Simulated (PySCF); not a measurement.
## C2H5AlO3

The system: C2H5AlO3, a carbene (divalent C1, bonded to 1 C + 1 O); neutral, singlet. The structure, one conformer, was relaxed in the gas phase by PBE0-D3(BJ)/def2-SVP. No frequency run checks that it is a minimum.

The strong deshielding of the divalent centre rests on a low-lying excitation, and density functionals tend to overstate it.

SMILES: C[C][O][Al]([OH])[OH]

```xyz
11

C     1.211    1.445    0.628
C     1.798    0.504   -0.369
O    -0.011    1.143    0.900
Al   -1.070   -0.160    0.331
O    -2.128    0.266   -0.913
O    -1.092   -1.540    1.303
H     1.082   -0.303   -0.707
H     2.134    1.070   -1.254
H     2.695    0.025    0.056
H    -2.894   -0.194   -1.253
H    -1.692   -2.284    1.289
```
Atoms count from 1 in this order.

Shieldings: GIAO PBE0/pcSseg-2. Shifts are against computed references at the same level: C TMS (σ 184.1 ppm), H TMS (σ 31.24 ppm). Core levels by delta-SCF with SCAN, pcX-2 on the ionised atom and pcseg-1 elsewhere, spin-free X2C (2p3/2 is the spin-free 2p value less a third of a first-order spin-orbit splitting); from the vacuum level, for chosen atoms.

(1) Give the shieldings and core levels atom by atom.

(2) Which of O3, O5 holds its core electrons tightest, and by how much against the loosest?

(3) By CAM-B3LYP/def2-SVPD (TDDFT singlets, Tamm-Dancoff triplets, ionisation by delta-SCF), where does absorption start, and what does vertical ionisation take?

Answers

(1) 
```
   atoms   bonded to  σ (ppm)  δ (ppm)  core level (eV)
      C1   1 C + 1 O   -331.5    515.6                -
      C2   1 C + 3 H    106.9     77.2        1s 291.11
      O3  1 Al + 1 C   -195.6        -        1s 539.00
     Al4         3 O    474.1        -      2p3/2 81.11
      O5  1 Al + 1 H    306.1        -        1s 538.33
      O6  1 Al + 1 H    305.8        -                -
H7 H8 H9         1 C    28.24     3.00                -
     H10         1 O    29.70     1.55                -
     H11         1 O    29.74     1.50                -
```

Values are those of this one static structure, with the three H of a rotating XH3 group averaged; atoms that internal rotation interchanges would show their mean in an NMR spectrum. The mean hides a wide spread in H7 H8 H9 (σ from 26.7 to 31.3 ppm).

Core levels of C1 are left out, their hole states being strongly spin-contaminated.

(2) O3 (bonded to 1 Al + 1 C), by 0.67 eV over O5 (bonded to 1 Al + 1 H).

(3) The lowest singlet lies at 2.73 eV (f 0.005), the strongest of the first 6 at 4.27 eV (f 0.101), the lowest triplet at 1.36 eV; vertical ionisation takes 7.90 eV.
